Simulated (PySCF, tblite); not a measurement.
Species: C7H10ClFO.
SMILES with atom numbers: `[CH3:1][C:2]([CH3:3])([CH3:4])/[C:5](=[CH:6]\[F:7])[C:8](=[O:9])[Cl:10]` (hydrogens: H11, H12, H13 on C1; H14, H15, H16 on C3; H17, H18, H19 on C4; H20 on C6)

Structure used (GFN2-xTB), in Å, numbered top down from 1:
```
atom  x, y, z in Å
C1    -1.0253    0.1257   -1.3945
C2    -0.4669    0.0684    0.0331
C3    -0.9997   -1.1759    0.7570
C4    -0.9312    1.3070    0.8029
C5     1.0544   -0.0194   -0.0431
C6     1.9384    0.9526    0.1920
F7     1.6374    2.1996    0.5393
C8     1.5996   -1.3033   -0.5117
O9     1.1339   -2.0590   -1.2991
Cl10   3.1487   -1.7338    0.2550
H11   -0.7376   -0.7551   -1.9602
H12   -0.6569    1.0092   -1.9113
H13   -2.1105    0.1753   -1.3566
H14   -0.5653   -1.2502    1.7520
H15   -2.0798   -1.1044    0.8592
H16   -0.7727   -2.0844    0.2073
H17   -2.0088    1.2569    0.9395
H18   -0.4661    1.3546    1.7843
H19   -0.7050    2.2214    0.2628
H20    3.0081    0.8256    0.0889
```

Method used: PBE0/pcSseg-1 in PySCF (dipole) on a GFN2-xTB geometry, gas phase.

Take the most abundant isotopes and a rigid rotor. The values belong to one conformer with, in the numbering `[CH3:1][C:2]([CH3:3])([CH3:4])/[C:5](=[CH:6]\[F:7])[C:8](=[O:9])[Cl:10]`, C2–C5–C8–O9 33°.

Q: What are A, B and C (GHz)?

A: Ia = 344.21, Ib = 560.46, Ic = 756.67 u·Å²; 505379 MHz·u·Å²/I gives 1468, 901.7 and 667.9 MHz, that is A = 1.4682, B = 0.9017, C = 0.6679 GHz.

Q: Classify the top.

A: An asymmetric top: κ = (2 × 901.7 − 1468 − 667.9)/(1468 − 667.9) = -0.42.

Q: Is it planar, by Δ = Ic − Ia − Ib?

A: Not planar: Δ = Ic − Ia − Ib = -148.00 u·Å². For a rigid frame Δ = −2 Σ m c², so Σ m c² = 74.00 u·Å² lies off the ab plane: 18.06 from hydrogen and 55.94 from heavier atoms. The atom farthest from that plane is 2.17 Å away.

Q: Give the other two planar moments, Paa and Pbb, and the rms extents of the mass along the axes.

A: Paa = Σ m a² = (Ib + Ic − Ia)/2 = 486.46 and Pbb = Σ m b² = (Ia + Ic − Ib)/2 = 270.21 u·Å². With the mass M = 164.04 u, the rms extents √(P/M) along a, b and c are 1.72, 1.28, 0.67 Å.

Q: Which lines would a microwave search look for?

A: The dipole components are |μa| = 1.83 D, |μb| = 1.04 D, |μc| = 0.36 D. Intensities carry the squares of the components, which stand as 1.00 : 0.32 : 0.04 (a : b : c). Some lines, for components of 0.1 D or more:

```tsv
type	branch	J(Ka,Kc)	MHz	lower level (cm⁻¹)
a	R	2(1,2) ← 1(1,1)	2905	0.071
c	Q	3(3,1) ← 3(2,1)	3177	0.414
a	R	2(1,1) ← 1(1,0)	3373	0.079
a	R	3(2,2) ← 2(2,1)	4709	0.248
b	R	3(1,3) ← 2(0,2)	4716	0.155
b	Q	5(5,0) ← 5(4,1)	6020	1.156
a	R	4(2,3) ← 3(2,2)	6232	0.405
b	R	3(2,2) ← 2(1,1)	6408	0.192
b	R	5(1,5) ← 4(0,4)	7191	0.500
c	R	4(4,0) ← 3(3,0)	11068	0.521
c	R	4(4,1) ← 3(3,1)	11076	0.520
c	R	5(4,2) ← 4(3,2)	12681	0.733
```

Q: Estimate the classical rotational partition function at 10 K, 100 K and 500 K.

A: Point group C1, symmetry number σ = 1; q = (√π/σ)·√((kT/h)³/(ABC)), k/h = 20836.6 MHz/K: 5670 at 10 K, 179000 at 100 K, 2000000 at 500 K.

Its GFN2-xTB frequencies are all real (lowest 35 cm⁻¹). Constants of a rigid frame at the computed geometry: no zero-point averaging, no centrifugal distortion. A rigid rotor knows nothing of internal rotation, which can split or shift real lines. Quadrupole hyperfine structure (35Cl) is left out.
